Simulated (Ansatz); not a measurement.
Coupled-cluster run, C$_{3}$H$_{4}$Ga, SMILES `C#[C][Ga][CH3]` radical.

```yaml
crystal:
  periodic: [false, false, false]
  atoms:
    - {symbol: C, position_ang: [2.367583, -1.001668, 0.967187]}
    - {symbol: C, position_ang: [1.344078, -0.856061, 0.334216]}
    - {symbol: Ga, position_ang: [-0.242337, -0.809960, -0.776862]}
    - {symbol: C, position_ang: [-1.498918, 0.712798, -0.570788]}
    - {symbol: H, position_ang: [3.265339, -1.117012, 1.531352]}
    - {symbol: H, position_ang: [-1.833036, 0.738503, 0.469884]}
    - {symbol: H, position_ang: [-0.950246, 1.635296, -0.779063]}
    - {symbol: H, position_ang: [-2.360263, 0.641005, -1.231724]}
basis:
  gaussian: {orbitals: def2-TZVPP}
magnetization: {spin_polarized: true, initial_magnetization: 1}
correlation: {method: ccsd_t}
scf: {omitted_lower_state_checks: [cluster_reference]}
output: {orbitals: {seedname: orbitals}}
```

```sh
$ ansatz run in.yaml --threads 2 --pin off --events-out ev --progress --plain --max-ram 32768MiB --backend cuda --devices 0, --max-vram 18GiB
```

Log, shortened:

```
Functional definition: HF
1196 factors; integrals over basis functions are off by at most 9.5e-4 eV
mean field evaluation 1: about -55483.7252 eV, gradient 2.6e1 eV
mean field evaluation 2: about -55483.7334 eV, gradient 2.6e1 eV
mean field evaluation 4: about -55487.8058 eV, gradient 3.3e0 eV
mean field evaluation 8: about -55487.9177 eV, gradient 1.9e-1 eV
mean field evaluation 16: about -55487.6595 eV, gradient 1.8e0 eV
mean field evaluation 32: about -55485.3258 eV, gradient 5.3e0 eV
mean field -55487.91984157 eV, -2039.1434431147 hartree, gradient 2.4e-6 eV, S^2 0.763276; 4 other end points of the search recorded, 0 dependent functions left out
12 core orbitals not correlated: weight in the atoms' cores, before any rotation towards them, 1.000 or more for the frozen orbitals, at most 0.000 for the correlated occupied ones
reference -55487.91984157 eV, -2039.1434431147 hartree; 15, 14 occupied and 170, 171 virtual orbitals, 1196 factors
second order -18.47175091 eV of doubles, -0.00000000 eV of singles
cycle   1  -18.22267318 eV  change    2.5e-1 eV  update   1.1e-1
cycle   2  -18.84445344 eV  change   -6.2e-1 eV  update   3.6e-2
cycle   3  -18.96216434 eV  change   -1.2e-1 eV  update   1.8e-2
cycle   4  -18.96379367 eV  change   -1.6e-3 eV  update   6.1e-3
cycle   5  -18.96323104 eV  change    5.6e-4 eV  update   2.9e-3
cycle   6  -18.96356840 eV  change   -3.4e-4 eV  update   1.2e-3
cycle   7  -18.96377145 eV  change   -2.0e-4 eV  update   5.2e-4
cycle   8  -18.96381487 eV  change   -4.3e-5 eV  update   2.3e-4
cycle   9  -18.96379697 eV  change    1.8e-5 eV  update   8.3e-5
cycle  10  -18.96373950 eV  change    5.7e-5 eV  update   3.6e-5
cycle  11  -18.96376768 eV  change   -2.8e-5 eV  update   1.6e-5
perturbative correction -0.92373242 eV, -0.0339465403 hartree
Total energy: -55507.80734167 eV, -2039.8742952632 hartree
Checks for a lower state left out: cluster_reference
```

Run time 26 s (2 threads of an AMD EPYC 7R13 on a shared host and a share of an NVIDIA H100 80 GB); peak host memory 0.82 GiB.

Correlation energy per correlated electron: -0.686 eV. T1 diagnostic: 0.0150.
